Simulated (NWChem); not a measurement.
Molecule: SnIBr, singlet; SMILES [Br][Sn][I]

```xyz
3

Sn     1.0276     0.4753     0.0000
Br    -0.8745     2.1576     0.0000
I     -0.3919    -1.8732     0.0000
```
Atoms are numbered in this order, from 1.

Low-valent species are run as closed-shell singlets; no triplet was tried in these runs. Coordinates come from a PBE0/def2-SVP optimisation. Not confirmed as a minimum by frequencies. def2 effective core potentials on Sn, I; no spin-orbit coupling.

Symmetry labels are those of Cs in the frame above (b1 and b2, or b-type labels, depend on it).

Question: List the 4 lowest vertical singlet excitations from PBE/def2-SVPD with def2 effective core potentials on Sn, I, TDA (NWChem).

Answer: 
```tsv
state	energy (eV)	oscillator strength	symmetry	leading excitation (squared amplitude)
S1	2.58	0.000	a"	HOMO → LUMO (0.87)
S2	2.92	0.005	a"	HOMO−1 → LUMO (0.84)
S3	3.35	0.042	a'	HOMO−2 → LUMO (0.88)
S4	3.89	0.009	a"	HOMO−4 → LUMO (0.95)
```
